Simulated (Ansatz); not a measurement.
Input for Ansatz (an electronic-structure program): U-r2SCAN/def2-TZVPPD on H (SMILES [H]). The basis file is the Basis Set Exchange's JSON of that set.

Ansatz 0.2 input:
```yaml
crystal:
  periodic: [false, false, false]
  atoms:
    - {symbol: H, position_ang: [0.00000000, 0.00000000, 0.00000000]}
basis:
  gaussian:
    orbitals: def2-TZVPPD.json
hamiltonian:
  xc: {name: r2SCAN}
magnetization: {spin_polarized: true, initial_magnetization: 1}
```

Question: Predict the final total energy.

Answer: -0.4999 hartree.
